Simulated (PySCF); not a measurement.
ZnFI, SMILES [F][Zn][I]. Atoms are numbered in the order given.

```xyz
3

Zn     0.0000     0.0000    -1.2169
F      0.0000     0.0000    -2.9743
I      0.0000     0.0000     1.1939
```
Charge 0, spin multiplicity 1.

Geometry optimised at B3LYP-D3(BJ)/def2-TZVP. The def2 effective core potentials stand for the cores of I; spin–orbit coupling is left out.

The numbers are results of TDA-ωB97X/def2-SVPD run with PySCF, not measurements.

Vertical excitations; the highest root listed may be one member of a degenerate set. Isolated molecule, no solvent. State labels are in the subgroup C2v.

Computed excitation energies, oscillator strengths and character:
| state | symmetry | energy (eV) | λ (nm) | f | main pairs |
|---|---|---|---|---|---|
| S1 | B2 | 5.18 | 240 | 0.023 | HOMO→LUMO (degenerate set) |
| S2 | B1 | 5.18 | 240 | 0.023 | HOMO−1→LUMO (degenerate set) |
| S3 | A2 | 6.69 | 185 | 0.000 | HOMO−1→LUMO+2 48 %, HOMO→LUMO+1 48 % |
| S4 | A2 | 6.72 | 185 | 0.000 | HOMO→LUMO+1, HOMO−1→LUMO+2 (degenerate set) |
| S5 | A1 | 6.72 | 185 | 0.000 | HOMO−1→LUMO+1, HOMO→LUMO+2 (degenerate set) |
| S6 | A1 | 6.82 | 182 | 0.006 | HOMO−2→LUMO 44 %, HOMO→LUMO+2 26 %, HOMO−1→LUMO+1 26 % |
| S7 | B2 | 7.44 | 167 | 0.029 | HOMO−3→LUMO (degenerate set) |
| S8 | B1 | 7.44 | 167 | 0.029 | HOMO−4→LUMO (degenerate set) |
| S9 | B2 | 8.05 | 154 | 0.140 | HOMO→LUMO+6, HOMO→LUMO+3 (degenerate set) |
| S10 | B1 | 8.05 | 154 | 0.140 | HOMO−1→LUMO+6, HOMO−1→LUMO+3 (degenerate set) |
| T1 | B1 | 4.82 | 257 | 0 | HOMO−1→LUMO (degenerate set) |
| T2 | B2 | 4.82 | 257 | 0 | HOMO→LUMO (degenerate set) |
| T3 | A1 | 6.22 | 199 | 0 | HOMO−2→LUMO 83 % |
| T4 | A1 | 6.50 | 191 | 0 | HOMO−1→LUMO+1 42 %, HOMO→LUMO+2 42 %, HOMO−2→LUMO 11 % |
Triplets are in the Tamm–Dancoff approximation.
